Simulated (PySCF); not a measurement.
# Excitation energy of Au²⁺ by level of theory

Au²⁺ [Xe] 4f14 5d9 (2D) → Au²⁺ [Xe] 4f14 5d8 6s1 (4F), as a difference of total energies. Computed with PySCF 2.14 in aug-cc-pVTZ-PP with ECP60MDF (6s6p5d3f2g, 88 functions), with a scalar-relativistic core potential. Correlated levels: valence: 5s2 5p6 frozen. The calculations carry no spin-orbit coupling.

```csv
method,excitation energy (cm⁻¹)
UHF,29563
MP2 (valence),33920
SCS-MP2 (valence),35588
CCSD (valence),33280
CCSD(T) (valence),33566
```
